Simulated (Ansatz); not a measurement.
`SC1N=[C]1[GaH2]` at its PBE0-D4/def2-TZVP geometry, where that method's forces vanish. Total charge 0; spin multiplicity 1.

```xyz
9

S    -0.3207   -1.5663   -0.3033
C    -0.9377    0.0240   -0.9093
N    -1.5558    0.9394    0.0872
C    -0.3160    1.0783   -0.1120
Ga    1.4238    0.4671    0.6522
H    -1.1599   -1.6972    0.7432
H    -1.2101    0.0646   -1.9551
H     2.5554    0.3251   -0.4080
H     1.5212    0.3651    2.2053
```

Problem. What forces (eV/Å) does B3LYP-D4/def2-TZVPP give on these atoms in the Gaussian-basis code of Ansatz? (Best estimate.)

Solution. Computed: 
```
S1  -0.003 -0.359  0.037
C2  -0.030 -0.029 -0.409
N3  -0.153  0.197  0.200
C4  -0.043  0.163 -0.015
Ga5  0.222  0.046  0.118
H6   0.011 -0.022  0.002
H7   0.014 -0.003  0.071
H8  -0.020  0.005  0.020
H9   0.003  0.003 -0.025
```

B3LYP here is the variant with VWN-RPA as its local correlation; programs differ in this.
